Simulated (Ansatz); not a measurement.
`FC(Cl)C(F)(F)Br` → `FC(F)(Cl)Br` + `[CH]F` at 298.15 K and 1 bar (formal loss of a carbene).

Program: Ansatz. Geometries: PBE0-D4/def2-TZVP. ΔE: electronic, gas phase. CCSD(T)/CBS adds triple-zeta CCSD(T) − MP2 to the extrapolated MP2 energy (def2 sets, frozen cores). This one scheme is used for every species. For Br outer-core shells are correlated without core-valence functions, which leaves a few kJ/mol of doubt a bond. Scalar relativity is left out up to krypton. One conformer a species, not always the lowest.

```json
{"species": "`FC(Cl)C(F)(F)Br`", "CCSD(T)/CBS energy (Eh)": "-3409.15589", "H − E (kJ/mol)": "109.3", "S (J/(mol·K))": "365.1"}
{"species": "`FC(F)(Cl)Br`", "CCSD(T)/CBS energy (Eh)": "-3270.70957", "H − E (kJ/mol)": "48.7", "S (J/(mol·K))": "318.7"}
{"species": "`[CH]F`", "CCSD(T)/CBS energy (Eh)": "-138.29972", "H − E (kJ/mol)": "42.7", "S (J/(mol·K))": "223.2"}
```

H − E and S are ideal-gas, rigid-rotor, harmonic terms from PBE0-D4/def2-TZVP, for one conformer and one mirror image of each species. 1 Eh = 2625.50 kJ/mol, R = 8.31446 J/(mol·K).

By hand: ΔE, ΔH, ΔS and ΔG.

ΔE = (-3270.70957) + (-138.29972) − (-3409.15589) = 0.14660 Eh = 384.9 kJ/mol. Δ(H − E) = 48.7 + 42.7 − 109.3 = -17.9, so ΔH = 367.0 kJ/mol. ΔS = 318.7 + 223.2 − 365.1 = 176.8 J/(mol·K). ΔG = 367.0 − 298.15 × (176.8)/1000 = 314.3 kJ/mol.

By hand: the equilibrium constant, and the temperature at which ΔG would vanish if ΔH and ΔS stayed fixed.

log₁₀ K = −ΔG/(RT ln 10) = -55.1. ΔG = 0 at ΔH/ΔS = 2076 K.

The number of gas molecules changes by +1, which sets the sign of ΔS. A doubt of 5 kJ/mol in ΔE shifts log₁₀ K by 0.9 here. Other conformers and mirror images would add mixing entropy, several J/(mol·K) or more a flexible species. These are equilibria of isolated gas molecules and say nothing of rates. Largest T1 diagnostic: 0.018 (customary marks: 0.02 for closed shells, 0.045 for open ones).
